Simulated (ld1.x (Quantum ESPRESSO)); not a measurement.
# What one change does to a pseudopotential (nickel, RRKJ)

Ni, norm-conserving RRKJ (Kleinman–Bylander form), made with ld1.x (Quantum ESPRESSO) 7.5 (PBEsol, scalar-relativistic). Core [Ar], reference 3d8 4s2 4p0. Waves: 4s (bound): rc 1.95 bohr; 3d (bound): rc 1.45 bohr; 4p (bound, empty): rc 2.40 bohr. Local part: the p channel. Core correction: a·sin(br)/r model core, default radius (core density twice the valence density). rho0 = 0.005.

Change: wave 4p (bound): rc 2.40 bohr becomes 4p (bound): rc 2.72 bohr.

Cutoffs: the cutoffs (Ry, on a coarse ladder) from which the occupation-weighted sum of valence levels, in a spherical-Bessel basis at the reference potential, stays within 10 and 1 mRy of its value at 400 Ry; they do not see the model core or the augmentation charge, which bear on the density cutoff. Errors are all-electron minus pseudo energies relative to the spin-unpolarised reference configuration.

**Question.** How do hardness, ghosts and transferability respond?

**Answer.** The potential gets neither clearly harder nor softer (90 Ry and 140 Ry → 90 Ry and 140 Ry); both files keep a bound ghost (s); of the 7 tests that both files solve, the error grows in 0 and shrinks in 2 by more than 15 % and 0.3 meV (median size 369.3 → 371.5 meV).

```tsv
quantity	base	changed
cutoff, loose	90 Ry	90 Ry
cutoff, tight	140 Ry	140 Ry
loose cutoff by channel (10 mRy a level)	s 21 Ry, d 80 Ry	s 12 Ry, d 80 Ry
bound ghosts	s	s
error for 3d8 4s1 4p0, meV [ΔE 9.34 eV]	-15	-12
error for 3d8 4s0 4p0, meV [ΔE 26.60 eV]	-42	-42
error for 3d7 4s0 4p0, meV [ΔE 64.03 eV]	-464	-470
error for 3d7 4s2 4p0, meV [ΔE 16.15 eV]	-571	-511
error for 3d7 4s2 4p1, meV [ΔE 10.58 eV]	-528	-486
error for 3d9 4s0 4p0, meV [ΔE 6.26 eV]	-369	-372
error for 3d8 4s0 4p2, meV [ΔE 9.54 eV]	-7.0	-5.4
```

 A true bound ghost makes a file unfit for plane-wave use even where its test errors are small: the radial tests pick states by their node count and pass the ghost by.
